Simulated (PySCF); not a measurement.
## Solvent effects on NMR parameters

Structure with atom numbers: `[CH:1]#[C:2][Si:3]1([CH2:4][SiH3:5])[O:6][CH2:7][CH2:8][O:9]1`; H(Xn) means a hydrogen on atom n.

GIAO PBE0/pcSseg-1 in PySCF on one PBE0-D3(BJ)/def2-SVP conformer, non-relativistic, equivalent nuclei averaged. Solvents enter as an IEF-PCM continuum (benzene with ε = 2.3, chloroform with ε = 4.7) around the gas-phase geometry. Shifts are referred to TMS computed in the same medium.

In benzene, δ in ppm: C1 102.4, C2 86.9, C7/C8 68.0, C4 -5.9, Si3 -4.5, Si5 -70.8, Hb(C7)/Hb(C8) 4.04, Ha(C7)/Ha(C8) 4.02, H(Si5) 3.88, H(C1) 2.50, H(C4) 0.29. Dipole moment 0.80 D.

(1) How does each δ change in the more polar medium?

(2) Which of the listed nuclei move most (in ppm), and what does the model miss? (N and O are left out, as their reference compounds move with the solvent too.)

Results:

(1) 
```csv
atoms,environment,"Δδ, chloroform"
C1,terminal alkyne carbon,+1.3
C2,alkyne carbon,0.0
C7/C8,sp3 CH2 bonded to O,+0.3
C4,sp3 CH2 bonded to 2 Si,+0.2
Si3,"silicon bonded to 2 C, 2 O, in a 5-membered ring",+0.3
Si5,"silicon bonded to C, 3 H",+0.1
Hb(C7)/Hb(C8),hydrogen on an sp3 CH2 bonded to O,+0.04
Ha(C7)/Ha(C8),hydrogen on an sp3 CH2 bonded to O,+0.04
H(Si5),hydrogen on a silicon bonded to C,-0.02
H(C1),hydrogen on a terminal alkyne carbon,+0.15
H(C4),hydrogen on an sp3 CH2 bonded to 2 Si,+0.07
```

Changes are relative to benzene. The dipole moment becomes 0.84 D in chloroform.

(2) C1 (terminal alkyne carbon, +1.3 ppm) in chloroform. A continuum only polarises the solute; specific hydrogen bonds, the anisotropy of aromatic solvents and changes of geometry or conformer are outside it.
